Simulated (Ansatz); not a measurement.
Program: Ansatz. Geometries: PBE0-D4/def2-TZVP. ΔE: electronic, gas phase. CCSD(T)/CBS adds triple-zeta CCSD(T) − MP2 to the extrapolated MP2 energy (def2 sets, frozen cores). DFT in def2-TZVPP. For Ge outer-core shells are correlated without core-valence functions, which leaves a few kJ/mol of doubt a bond. Scalar relativity is left out up to krypton. Each species was taken in one conformer, which may not be the lowest.

Reaction (ligand exchange at a Ge–C bond): `N/C(Cl)=[CH]/[GeH3]` + `CSS` → `CS[S][GeH3]` + `C=C(N)Cl`

| level | ΔE (eV) |
| --- | --- |
| r2SCAN | -0.56 |
| SCS-MP2/def2-QZVPP | -0.53 |

(1) What does CCSD(T)/CBS give? (Estimate.)

Largest T1 diagnostic among the species: 0.012.

Answers

(1) Ansatz gave: -0.53 eV. The listed levels differ from it by -0.03, 0.00 eV.

In def2-TZVPP, CCSD(T) changes the Hartree–Fock value by +0.09 eV (the triples alone add +0.00 eV) and MP2 by +0.08 eV.
